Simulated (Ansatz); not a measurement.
The first iterations of a band of AsB2H7N2 (12 atoms, charge 0, multiplicity 1).

Method: RKS revPBE/def2-SVP in Ansatz.

```json
{
  "movable images": "7",
  "climbing image": "yes",
  "spring": "5.0 eV/Å²",
  "optimiser": "quadratic models (default)",
  "start path": "through a guess of the saddle point",
  "force threshold": "0.03 eV/Å",
  "iteration limit": "60",
  "end points": "relaxed"
}
```

Image 0:

```xyz
12
Properties=species:S:1:pos:R:3
B -0.280 1.141 1.790
N -0.702 0.737 0.498
B -0.147 -0.289 -0.388
N -0.794 -0.585 -1.611
As 1.503 -1.413 0.217
H 0.686 0.608 2.304
H -0.894 2.021 2.370
H -1.527 1.229 0.133
H -0.441 -1.274 -2.272
H -1.658 -0.135 -1.923
H 1.849 -1.867 -1.220
H 2.482 -0.227 0.136
```

Image 8:

```xyz
12
Properties=species:S:1:pos:R:3
B -0.277 1.142 1.788
N -0.706 0.735 0.499
B -0.149 -0.289 -0.388
N -0.793 -0.584 -1.612
As 1.500 -1.412 0.218
H -0.891 2.018 2.373
H 0.694 0.613 2.296
H -1.536 1.221 0.138
H -0.437 -1.271 -2.275
H -1.658 -0.136 -1.925
H 1.847 -1.863 -1.219
H 2.482 -0.229 0.140
```

| iteration | highest image above the first end (eV) | largest band force component (eV/Å) |
| --- | --- | --- |
| 1 | 37.216 | 96.103 |
| 2 | 11.344 | 33.632 |
| 3 | 6.106 | 17.315 |
| 4 | 2.836 | 7.579 |
| 5 | 1.545 | 2.997 |

Q: Does the band converge within its limit, and where does its top end?

A: It converged. It ended after 17 iterations with the highest image 1.129 eV above the first end. A vibrational analysis at the climbing image gives 2 clearly imaginary modes (841i, 63i cm⁻¹): a point of higher order, so a lower path passes nearby.

Time of the run: 6.1 min on 2 threads of Intel(R) Xeon(R) Platinum 8259CL CPU @ 2.50GHz (Skylake/Cascade Lake), with other jobs on the host, peak memory 0.2 GiB.
